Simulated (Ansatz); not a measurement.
`N[Si](O)(S)[SeH]`, relaxed with RKS PBE0-D4/def2-TZVP in the Gaussian-basis code of Ansatz from a PBE-D4/def2-SVP geometry. The force threshold is 0.005 eV/Å; the program also tests the step.

Total charge 0; spin multiplicity 1.

Start:

```xyz
10

N     1.384   -0.257    0.543
Si   -0.183    0.095   -0.086
O    -0.499   -1.259   -1.025
S    -1.862    0.433    1.259
Se   -0.101    2.129   -1.144
H     1.593   -1.229    0.786
H     1.804    0.395    1.209
H    -1.384   -1.248   -1.430
H    -2.030   -0.899    1.502
H     1.279    1.840   -1.615
```

(1) By how much does the energy fall, and how many steps does the optimiser take? (Estimate.)

(2) Which bonds change most? (An estimate is asked.)

(3) Give the relaxed structure. (An estimate is asked.)

Answers

(1) The calculation gave: 8.44 kJ/mol, in 48 steps, 11 of them rejected.

(2) Computed: Si2–S4 from 2.177 to 2.129 Å; Si2–O3 from 1.678 to 1.639 Å; N1–Si2 from 1.725 to 1.693 Å; S4–H9 from 1.364 to 1.345 Å.

(3) Computed: 
```xyz
10

N     1.164   -0.401    0.800
Si   -0.238    0.058   -0.031
O    -0.526   -1.229   -1.004
S    -1.810    0.528    1.326
Se   -0.166    1.992   -1.259
H     1.863   -0.971    0.353
H     1.525    0.145    1.563
H    -1.098   -1.054   -1.755
H    -1.886   -0.736    1.781
H     1.171    1.668   -1.773
```
